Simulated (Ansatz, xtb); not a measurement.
# Redistribution: CH7NSn + AlH3(NH3) → SnH3(NH2) + CH8AlN

Gas-phase species: CH7NSn `C[NH][SnH3]`, singlet; AlH3(NH3), singlet; SnH3(NH2), singlet; CH8AlN `C[NH2+][AlH3-]`, singlet. The partners trade CH3 for H; both sit on N, so the bond types are kept.

Shapes, held fixed at every level: PBE0-D4/def2-TZVP. Programs: Ansatz 0.2.0, xtb 6.7.1. The zero-point and thermal change to 298 K, harmonic and unscaled (PBE0-D4/def2-TZVP), is +0.9 kJ/mol.

| level | kind | ΔH(298 K) (kJ/mol) | less CCSD(T)/def2-TZVPP |
| --- | --- | --- | --- |
| GFN2-xTB | semi-empirical | -11.0 | +2.7 |
| HF/def2-TZVPP | Hartree–Fock | -15.4 | -1.7 |
| SPW92/def2-TZVPP | LDA | -13.3 | +0.4 |
| PBE-D4/def2-TZVPP | GGA | -12.3 | +1.4 |
| B3LYP-D4/def2-TZVPP | global hybrid | -13.2 | +0.5 |
| r2SCAN0-D4/def2-TZVPP | global hybrid | -14.2 | -0.5 |
| B2PLYP/def2-TZVPP | double hybrid | -13.2 | +0.5 |
| MP2/def2-SVP | perturbation theory | -7.9 | +5.8 |
| CCSD(T)/def2-TZVPP | coupled cluster or CI | -13.7 | 0.0 |

The highest level, CCSD(T)/def2-TZVPP, gives ΔH(298 K) = -13.7 kJ/mol; the levels span -15.4 to -7.9. The column of differences is taken from that level and isn't an error. No measured value is set beside it here. For atoms past krypton def2 sets carry core potentials with scalar relativity. Outer-core shells of Sn are correlated, in sets that cover them unevenly.
